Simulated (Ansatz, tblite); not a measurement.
Isomers of Zr2Se4⁺ (doublet), found by a short tight-binding search and relaxed with r2SCAN-D4/def2-SVP in Ansatz.

In the def2 sets Zr takes a core potential; there is no spin–orbit coupling. The xTB rows come from tblite. B3LYP takes the VWN-RPA correlation. Correlated methods freeze 36 core orbitals; core or outer-core shells of Zr, Se are correlated, in sets that lack core-valence functions.

Run but left out: HF/def2-TZVP, MP2/def2-TZVP (A: ⟨S²⟩ 1.53, where a pure state has 0.75).

Other spin states weren't relaxed.

A:

```xyz
6

Zr    0.572    0.618    1.529
Zr   -0.372   -0.582   -1.603
Se   -0.125    2.874    1.657
Se   -1.612   -0.287    0.598
Se    1.797    0.317   -0.662
Se   -0.259   -2.940   -1.520
```

B:

```xyz
6

Zr    0.809   -0.623    1.582
Zr   -0.183   -0.635   -1.763
Se   -0.051    1.419    2.396
Se    1.948    0.059   -0.578
Se   -1.171   -1.624    0.353
Se   -1.351    1.404   -1.989
```

C:

```xyz
6

Zr   -0.7356   -0.7445   -0.4600
Zr    1.6428    1.0986    0.3817
Se    0.6160   -0.7183    1.7814
Se    2.0131   -0.3782   -1.5064
Se   -2.9474   -1.1265    0.2815
Se   -0.5890    1.8689   -0.4783
```

Question: Estimate their order by electronic energy at RPA@PBE/def2-TZVP, counted from the lowest.

Answer: C (0.00) < B (0.22) < A (0.22), in eV. Gaps under about 2 kJ/mol are ties within the noise of geometry and basis.

Question: Do the other levels pick the same lowest one?

Answer: Not GFN2-xTB. Energies above each level's lowest (eV):

```csv
level,A,B,C
GFN1-xTB,0.09,0.26,0.00
GFN2-xTB,0.00,0.47,0.15
PBE-D4/def2-SVP,0.20,0.20,0.00
PBE-D4/def2-TZVP,0.20,0.21,0.00
BLYP-D4/def2-TZVP,0.10,0.08,0.00
r2SCAN-D4/def2-TZVP,0.16,0.17,0.00
B97M-V/def2-TZVP,0.18,0.18,0.00
B3LYP-D4/def2-TZVP,0.09,0.08,0.00
PBE0-D4/def2-SVP,0.17,0.17,0.00
PBE0-D4/def2-TZVP,0.18,0.19,0.00
RPA@PBE/def2-TZVP,0.22,0.22,0.00
```
Point groups (tolerance 0.1 Å): A C2, B C2v, C Cs. A and B have the same bonds, so they are conformers or stereoisomers. Lower isomers may exist.
